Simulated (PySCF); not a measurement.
Level of theory: PySCF with PBE-D3(BJ)/def2-TZVP // r2SCAN-D4/def2-TZVP. All species are isolated molecules in the gas phase. Delta-SCF ions had no search for a lower state. 

Reference species (SMILES): `C#CO` (neutral, multiplicity 1).

vertical ionisation energy (Delta-SCF): 9.89 eV
dipole moment: 1.78 D

Changed species: `C1=CO1`.

What does the change do to the vertical ionisation energy (Delta-SCF) and dipole moment?

the vertical ionisation energy (Delta-SCF) decreases by 1.31 eV, to 8.58 eV; the dipole moment rises by 0.51 D, to 2.29 D.
